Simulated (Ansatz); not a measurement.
Which method gave which barrier?

Saddle point of CH7BrSn, singlet (CH₆Sn ([CH3][SnH3]) + HBr → SnH₃Br ([Br][SnH3]) + CH₄; bonds formed: Sn1–Br7, C2–H6; bonds broken: Sn1–C2, H6–Br7), PBE0-D4/def2-TZVP structure:

Sn1  (-0.574, 0.992, -0.494)
C2  (0.125, -1.150, 0.132)
H3  (-1.792, 0.258, -1.468)
H4  (-1.293, 1.792, 0.807)
H5  (0.576, 1.731, -1.484)
H6  (0.812, -0.141, 0.667)
Br7  (1.852, 1.126, 1.480)
H8  (0.292, -1.485, -0.893)
H9  (-0.858, -1.449, 0.499)
H10  (0.860, -1.675, 0.753)
(Å)

Program: Ansatz 0.2.0. Basis: def2-TZVPP, with def2-QZVPP for the basis limit. Cores are frozen in the correlated methods. Filled d shells of the heavier atoms are correlated. Core potentials replace the inner electrons of the atoms past krypton. The def2 sets are not built for correlating such inner shells, so the correlated values are less sure here. Extrapolation: Hartree–Fock as exp(−7.88 √X), correlation as X^−2.97. Four methods, as single points on the PBE0-D4 structures, gave these electronic barriers from the start structure: 77.2, 106.9, 133.6, 162.1 kJ/mol.

(1) The methods were, in alphabetical order, CCSD(T), HF, PBE0-D4, SPW92. Which gave which? (Judge from chemistry; the calculation decides.)

No T1 diagnostic of these runs exceeds 0.011.

## Answers

(1) Computed: SPW92 77.2; PBE0-D4 106.9; CCSD(T) 133.6; HF 162.1 kJ/mol. For comparison, CCSD(T) at an estimated basis limit (MP2 extrapolated from triple and quadruple zeta, plus CCSD(T) − MP2 in triple zeta) gives 121.1 kJ/mol.

Labels in which every atom is bracketed show which atoms are joined, not bond orders.

For scale, one of the runs: CCSD(T)/def2-TZVPP, 227 basis functions, launched by `ansatz run in.yaml --threads 8 --pin off --events-out ev --progress --plain --max-ram 19148MiB`. Time: 87 s of wall clock on 8 CPU threads of a Oxide Virtual Turin-like; the host was shared. Peak host memory: 4.3 GiB.
